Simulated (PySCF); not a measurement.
C₂H₅BO, SMILES `C(B)(C)=O` (H–B–C–O torsion 86°), neutral singlet in the gas phase. 

Cartesian coordinates (Å):
SMILES: BC(C)=O
```xyz
9

B     -1.5476    -0.1019     0.0761
C     -0.0816     0.3037    -0.1613
C      1.3005    -0.1789     0.0885
O     -0.3584     1.3572    -0.7364
H     -2.1021     0.3020     1.0463
H     -2.1206    -0.6990    -0.7764
H      1.4407    -0.3283     1.1625
H      2.0394     0.5247    -0.2948
H      1.4291    -1.1567    -0.3838
```
Charge 0, multiplicity 1.

All levels are single points at this geometry (B3LYP-D3(BJ)/def2-TZVP); Pople sets use spherical d functions. Orbital energies aren't observables, and empty levels follow the basis.

M06-2X/6-31G* in PySCF gives gap (eV) = 9.16.

Q: Estimate the gap (eV) from each of these levels: TPSSh-D3(BJ)/def2-TZVP in PySCF; B3LYP/6-311+G** in PySCF; BP86/6-31G* in PySCF; PBE/6-31G* in PySCF; HF/STO-3G in PySCF.

A: 
```json
[
 {"level": "TPSSh-D3(BJ)/def2-TZVP in PySCF", "gap (eV)": "5.24"},
 {"level": "B3LYP/6-311+G** in PySCF", "gap (eV)": "6.06"},
 {"level": "BP86/6-31G* in PySCF", "gap (eV)": "4.06"},
 {"level": "PBE/6-31G* in PySCF", "gap (eV)": "4.04"},
 {"level": "HF/STO-3G in PySCF", "gap (eV)": "15.80"}
]
```
